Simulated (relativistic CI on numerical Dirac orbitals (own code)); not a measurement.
# Al4+: computed level list

Method of calculation: Dirac-Coulomb-Breit CI, separate exchange-only KLI orbitals for each configuration, a model potential for QED, valence Slater integrals scaled by 0.85, P86 correlation energy added to each configuration (own radial code, finite nucleus).

Configurations in the expansion (outside the closed core 1s2): 2s²2p⁵, 2s2p⁶, 2s²2p⁴3s, 2s²2p⁴3p, 2s²2p⁴3d, 2s²2p⁴4s, 2p⁶3s, 2s²2p⁴4p, 2s2p⁵3s, 2s²2p⁴4d, 2s²2p⁴4f, 2p⁶3p, 2s²2p⁴5s, 2s²2p⁴5p, 2s²2p⁴5d, 2s2p⁵3p, 2s²2p⁴5f, 2s²2p⁴5g, 2p⁶3d, 2s²2p³3s², 2s²2p³3s3p, 2s2p⁵3d, 2s²2p³3p², 2s²2p³3s3d, 2s2p⁵4s, 2s²2p³3p3d, 2s2p⁵4p, 2s2p⁵4d, 2s2p⁴3s², 2s2p⁵4f, 2s²2p³3d², 2s2p⁵5s, 2s2p⁵5p. Levels of other configurations are missing.

The lowest level is 2s²2p⁵ ²P°3/2, with 100 % of that term; Hund's rules for 2s²2p⁵ give ²P° with J = 3/2, in agreement.

| No. | Configuration | Term | J | E (cm⁻¹) | % | Lifetime (s) | jj configuration (%) |
| --- | --- | --- | --- | --- | --- | --- | --- |
| 1 | 2s²2p⁵ | ²P° | 3/2 | 0 | 100 |  | 2p3/2^3 (100) |
| 2 | 2s²2p⁵ | ²P° | 1/2 | 3412 | 100 | 1.40e+00 | 2p1/2 2p3/2^4 (100) |
| 3 | 2s2p⁶ | ²S | 1/2 | 376646 | 99 | 3.28e-11 | 2s (99) |
| 4 | 2p⁴(3P)3s | ⁴P | 5/2 | 754437 | 99 | 2.95e-08 | 2p3/2^2 3s (70) |
| 5 | 2p⁴(3P)3s | ⁴P | 3/2 | 756564 | 98 | 1.53e-09 | 2p1/2 2p3/2^3 3s (81) |
| 6 | 2p⁴(3P)3s | ⁴P | 1/2 | 757807 | 99 | 6.83e-09 | 2p3/2^4 3s (38) |
| 7 | 2p⁴(3P)3s | ²P | 3/2 | 765460 | 98 | 1.99e-11 | 2p3/2^2 3s (53) |
| 8 | 2p⁴(3P)3s | ²P | 1/2 | 767967 | 99 | 1.97e-11 | 2p1/2 2p3/2^3 3s (62) |
| 9 | 2p⁴(1D)3s | ²D | 5/2 | 795083 | 99 | 5.13e-11 | 2p1/2 2p3/2^3 3s (70) |
| 10 | 2p⁴(1D)3s | ²D | 3/2 | 795113 | 99 | 5.12e-11 | 2p1/2 2p3/2^3 3s (71) |
| 11 | 2p⁴(3P)3p | ⁴P° | 5/2 | 821661 | 97 | 1.72e-09 | 2p3/2^2 3p3/2 (44) |
| 12 | 2p⁴(3P)3p | ⁴P° | 3/2 | 822410 | 97 | 1.73e-09 | 2p3/2^2 3p1/2 (42) |
| 13 | 2p⁴(3P)3p | ⁴P° | 1/2 | 823260 | 98 | 1.74e-09 | 2p1/2 2p3/2^3 3p1/2 (51) |
| 14 | 2p⁴(3P)3p | ⁴D° | 7/2 | 828837 | 100 | 1.20e-09 | 2p3/2^2 3p3/2 (71) |
| 15 | 2p⁴(3P)3p | ⁴D° | 5/2 | 830077 | 92 | 1.24e-09 | 2p1/2 2p3/2^3 3p3/2 (47) |
| 16 | 2p⁴(3P)3p | ⁴D° | 3/2 | 831108 | 96 | 1.23e-09 | 2p1/2 2p3/2^3 3p1/2 (63) |
| 17 | 2p⁴(3P)3p | ⁴D° | 1/2 | 831658 | 99 | 1.22e-09 | 2p3/2^4 3p1/2 (36) |
| 18 | 2p⁴(1S)3s | ²S | 1/2 | 833540 | 97 | 5.22e-11 | 2p3/2^2 3s (60) |
| 19 | 2p⁴(3P)3p | ²D° | 5/2 | 834393 | 93 | 1.45e-09 | 2p1/2 2p3/2^3 3p3/2 (46) |
| 20 | 2p⁴(3P)3p | ²D° | 3/2 | 836421 | 92 | 1.44e-09 | 2p1/2 2p3/2^3 3p3/2 (55) |
| 21 | 2p⁴(3P)3p | ²P° | 1/2 | 837532 | 54 | 1.32e-09 | 2p3/2^2 3p3/2 (77) |
| 22 | 2p⁴(3P)3p | ⁴S° | 3/2 | 839113 | 97 | 8.56e-10 | 2p1/2 2p3/2^3 3p3/2 (34) |
| 23 | 2p⁴(3P)3p | ²P° | 3/2 | 839731 | 91 | 1.30e-09 | 2p1/2 2p3/2^3 3p3/2 (43) |
| 24 | 2p⁴(3P)3p | ²S° | 1/2 | 840450 | 55 | 1.33e-09 | 2p1/2 2p3/2^3 3p3/2 (61) |
| 25 | 2p⁴(1D)3p | ²F° | 5/2 | 864625 | 99 | 1.45e-09 | 2p1/2 2p3/2^3 3p1/2 (58) |
| 26 | 2p⁴(1D)3p | ²F° | 7/2 | 865032 | 100 | 1.42e-09 | 2p1/2 2p3/2^3 3p3/2 (71) |
| 27 | 2p⁴(1D)3p | ²D° | 3/2 | 872113 | 99 | 1.06e-09 | 2p1/2 2p3/2^3 3p3/2 (37) |
| 28 | 2p⁴(1D)3p | ²D° | 5/2 | 872346 | 100 | 1.06e-09 | 2p1/2 2p3/2^3 3p3/2 (59) |
| 29 | 2p⁴(1D)3p | ²P° | 3/2 | 883138 | 97 | 3.44e-10 | 2p1/2 2p3/2^3 3p1/2 (47) |
| 30 | 2p⁴(1D)3p | ²P° | 1/2 | 884610 | 97 | 3.42e-10 | 2p1/2 2p3/2^3 3p3/2 (84) |
| 31 | 2p⁴(1S)3p | ²P° | 3/2 | 907925 | 97 | 8.55e-10 | 2p3/2^2 3p3/2 (63) |
| 32 | 2p⁴(1S)3p | ²P° | 1/2 | 908130 | 97 | 8.41e-10 | 2p3/2^2 3p1/2 (53) |
| 33 | 2p⁴(3P)3d | ⁴D | 7/2 | 914539 | 97 | 5.32e-10 | 2p3/2^2 3d5/2 (50) |
| 34 | 2p⁴(3P)3d | ⁴D | 5/2 | 914875 | 96 | 5.24e-10 | 2p3/2^2 3d3/2 (38) |
| 35 | 2p⁴(3P)3d | ⁴D | 3/2 | 915330 | 97 | 4.98e-10 | 2p3/2^2 3d3/2 (45) |
| 36 | 2p⁴(3P)3d | ⁴D | 1/2 | 915727 | 98 | 4.81e-10 | 2p1/2 2p3/2^3 3d3/2 (70) |
| 37 | 2p⁴(3P)3d | ⁴F | 9/2 | 920415 | 100 | 4.92e-10 | 2p3/2^2 3d5/2 (71) |
| 38 | 2p⁴(3P)3d | ⁴F | 7/2 | 921606 | 85 | 4.92e-10 | 2p3/2^2 3d3/2 (48) |
| 39 | 2p⁴(3P)3d | ⁴F | 5/2 | 922726 | 92 | 2.48e-10 | 2p1/2 2p3/2^3 3d3/2 (62) |
| 40 | 2p⁴(3P)3d | ⁴F | 3/2 | 923473 | 97 | 2.47e-10 | 2p1/2 2p3/2^3 3d3/2 (42) |
| 41 | 2p⁴(3P)3d | ⁴P | 1/2 | 923653 | 99 | 3.54e-10 | 2p3/2^2 3d3/2 (52) |
| 42 | 2p⁴(3P)3d | ²F | 7/2 | 924096 | 86 | 5.13e-10 | 2p1/2 2p3/2^3 3d5/2 (55) |
| 43 | 2p⁴(3P)3d | ⁴P | 3/2 | 924391 | 96 | 2.71e-10 | 2p1/2 2p3/2^3 3d5/2 (26) |
| 44 | 2p⁴(3P)3d | ⁴P | 5/2 | 925342 | 77 | 9.46e-11 | 2p3/2^2 3d5/2 (47) |
| 45 | 2p⁴(3P)3d | ²F | 5/2 | 925809 | 75 | 1.71e-10 | 2p1/2 2p3/2^3 3d5/2 (80) |
| 46 | 2p⁴(3P)3d | ²P | 1/2 | 928525 | 98 | 1.89e-11 | 2p3/2^2 3d5/2 (61) |
| 47 | 2p⁴(3P)3d | ²D | 3/2 | 928529 | 75 | 8.33e-12 | 2p3/2^2 3d5/2 (36) |
| 48 | 2p⁴(3P)3d | ²D | 5/2 | 929663 | 90 | 7.08e-12 | 2p1/2 2p3/2^3 3d3/2 (41) |
| 49 | 2p⁴(3P)3d | ²P | 3/2 | 931155 | 77 | 1.30e-11 | 2p1/2 2p3/2^3 3d5/2 (48) |
| 50 | 2p⁴(1D)3d | ²G | 9/2 | 955105 | 100 | 5.24e-10 | 2p1/2 2p3/2^3 3d5/2 (71) |
| 51 | 2p⁴(1D)3d | ²G | 7/2 | 955107 | 100 | 5.18e-10 | 2p1/2 2p3/2^3 3d3/2 (65) |
| 52 | 2p⁴(1D)3d | ²S | 1/2 | 959620 | 91 | 5.06e-12 | 2p1/2 2p3/2^3 3d3/2 (48) |
| 53 | 2p⁴(1D)3d | ²P | 3/2 | 959816 | 99 | 5.74e-12 | 2p1/2 2p3/2^3 3d5/2 (36) |
| 54 | 2p⁴(1D)3d | ²P | 1/2 | 960646 | 92 | 5.41e-12 | 2p1/2 2p3/2^3 3d5/2 (61) |
| 55 | 2p⁴(1D)3d | ²F | 5/2 | 961480 | 51 | 2.19e-11 | 2p1/2 2p3/2^3 3d5/2 (54) |
| 56 | 2p⁴(1D)3d | ²F | 7/2 | 961772 | 100 | 4.72e-10 | 2p1/2 2p3/2^3 3d5/2 (65) |
| 57 | 2p⁴(1D)3d | ²D | 5/2 | 961957 | 50 | 1.77e-11 | 2p1/2 2p3/2^3 3d3/2 (68) |
| 58 | 2p⁴(1D)3d | ²D | 3/2 | 962429 | 99 | 9.00e-12 | 2p1/2 2p3/2^3 3d3/2 (49) |
| 59 | 2p⁴(1S)3d | ²D | 5/2 | 997422 | 97 | 3.64e-11 | 2p3/2^2 3d5/2 (61) |
| 60 | 2p⁴(1S)3d | ²D | 3/2 | 997624 | 97 | 3.00e-11 | 2p3/2^2 3d3/2 (58) |
| 61 | 2p⁴(3P)4s | ⁴P | 5/2 | 1002835 | 99 | 1.72e-10 | 2p3/2^2 4s (71) |
| 62 | 2p⁴(3P)4s | ⁴P | 3/2 | 1004677 | 85 | 1.19e-10 | 2p1/2 2p3/2^3 4s (62) |
| 63 | 2p⁴(3P)4s | ⁴P | 1/2 | 1006195 | 97 | 1.62e-10 | 2p1/2 2p3/2^3 4s (47) |
| 64 | 2p⁴(3P)4s | ²P | 3/2 | 1007543 | 85 | 4.61e-11 | 2p1/2 2p3/2^3 4s (66) |
| 65 | 2p⁴(3P)4s | ²P | 1/2 | 1009824 | 97 | 4.15e-11 | 2p1/2 2p3/2^3 4s (52) |
| 66 | 2p⁴(3P)4p | ⁴P° | 5/2 | 1026968 | 93 | 2.85e-10 | 2p3/2^2 4p3/2 (46) |
| 67 | 2p⁴(3P)4p | ⁴P° | 3/2 | 1027745 | 90 | 2.88e-10 | 2p3/2^2 4p1/2 (49) |
| 68 | 2p⁴(3P)4p | ⁴P° | 1/2 | 1028750 | 94 | 2.84e-10 | 2p1/2 2p3/2^3 4p1/2 (45) |
| 69 | 2p⁴(3P)4p | ⁴D° | 7/2 | 1029871 | 100 | 4.10e-10 | 2p3/2^2 4p3/2 (71) |
| 70 | 2p⁴(3P)4p | ⁴D° | 5/2 | 1030894 | 62 | 3.83e-10 | 2p3/2^2 4p1/2 (49) |

Energies count from the lowest computed level; ° marks odd parity; lifetimes are radiative, by E1, M1, E2 decay to levels of this space only. Percentages are summed over parent terms; the parents shown are those of the largest component, closed shells are left out there. Filled j subshells are mostly left out of the jj labels.

The mean weight of the leading LS term, summed over parents, in these 70 levels is 92 %, and that of the leading jj configuration (from the same eigenvectors) 57 %, so LS coupling describes them better.

At this charge configurations can still be misplaced by up to about 7 % of their energy. 27 of the 30 excited levels that our extract of the measured tables holds in this range could be paired (the sources list more); they are missed by 2858 cm⁻¹ on average and 17830 at most, and levels without a partner can miss by more.

LS names give the leading component of a level, which can be under half, so a name can repeat, a term be missing and a line seem to break the LS rules.
